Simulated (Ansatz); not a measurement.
C3H3 (SMILES [C]#CC) moved off its minimum; all values from Ansatz (a first-principles code), cores frozen in correlated methods. Open shells are unrestricted.
(charge 0, multiplicity 2)
```xyz
6

C      1.4847    -0.0824     0.0960
C      0.3698    -0.0238    -0.1418
C     -1.0963    -0.0198     0.0893
H     -1.6042    -0.6535    -0.8191
H     -1.4268    -0.3353     1.0328
H     -1.5103     1.0578    -0.2659
```

Forces at MP2/cc-pVTZ (eV/Å):

```
atom      Fx      Fy      Fz
----  ------  ------  ------
C1     6.186  -0.193   0.376
C2    -6.839  -0.046   0.954
C3    -1.255   1.818  -6.567
H4     1.166   1.088   2.589
H5    -0.189  -0.288   1.141
H6     0.930  -2.380   1.506
```

**Question.** Give the forces (eV/Å), the total energy and the dipole at CCSD(T)/cc-pVTZ.

**Answer.** 
```tsv
atom	Fx	Fy	Fz
C1	9.596	-0.417	1.426
C2	-9.992	0.219	-0.443
C3	-1.269	1.737	-6.104
H4	1.103	0.977	2.449
H5	-0.300	-0.306	1.210
H6	0.862	-2.211	1.463
```
Energy -115.6797 hartree, dipole 1.31 D.

Doubts at one or more of the structures used: a spin-contaminated determinant (CCSD(T)/cc-pVTZ, MP2/cc-pVTZ).
